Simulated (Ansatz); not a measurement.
System: sum formula SiN$_{3}$H$_{5}$Cl, net charge 0, doublet state. It need not be the lowest isomer of its formula. SMILES: [NH][Si](N)(N)Cl
Coordinates optimised at B3LYP-D3(BJ)/def2-TZVP (Ansatz, a quantum-chemistry and plane-wave program):
```
Si
N 1 1.6980
H 2 1.0069 1 120.19
H 2 1.0080 3 111.97 1 -149.48
N 1 1.6987 2 107.13 3 154.25
H 5 1.0064 1 122.79 2 168.50
H 5 1.0076 6 112.45 1 -157.69
N 1 1.7438 2 116.73 3 -83.67
H 8 1.0227 1 114.43 2 -175.79
Cl 1 2.0853 2 104.61 3 29.50
```
Charge 0, spin multiplicity 2.

Quantity: atomisation energy (electronic, to ground-state atoms), in eV. Valence correlation only, unless marked. UHF or UKS for open shells. No spin-orbit coupling. Non-relativistic. The coupled-cluster limit lacks core correlation, which all-electron functionals hold. Basis-set limits of correlation are two-point, X^-3; Hartree-Fock from the larger set.

```tsv
level	program	atomisation energy (eV)
B3LYP-D4/def2-TZVPD	Ansatz + dftd4	35.70
r2SCANh-D4/def2-TZVPD	Ansatz + dftd4	35.13
r2SCAN0-D4/def2-TZVPD	Ansatz + dftd4	34.72
SCS-MP2/6-31G	Ansatz	26.02
```

What does CCSD(T)/CBS(cc-pV(T+d)Z,cc-pV(Q+d)Z) (Ansatz) give?

35.55 eV, so SCS-MP2/6-31G differs from it by -9.53 eV.
